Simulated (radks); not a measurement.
Values are calculated unless marked as measured or tabulated.
Q: The mean radii <r> (bohr) of the occupied orbitals of an atom or ion are listed with their occupations. Level of theory: scalar-relativistic Kohn-Sham, PBE, spin-unpolarised, spherical densities, finite nucleus; Fermi nuclear charge, rms radius of each element as measured or else 0.836 A^(1/3) + 0.57 fm (a radial shooting solver on a logarithmic mesh with Libxc functionals).

orbital  occ.      <r>
1s          2  0.04860
2s          2   0.2178
2p          6   0.1907
3s          2   0.6519
3p          6   0.6792
3d         10   0.8075
4s          2    2.218
5f          1    29.49

Name the element and its charge.

A: Z = 31, gallium, charge 0: Ga in [Ar] 3d10 4s2 5f1. The 1s radius gives Z: for a bare nucleus <r> = (2 gamma + 1)/(2Z) with gamma = sqrt(1 - (Z/c)^2), 0.04755 bohr for Z = 31, and screening makes it slightly larger (0.04860 here). The occupations add up to 31, and the charge is Z minus that.
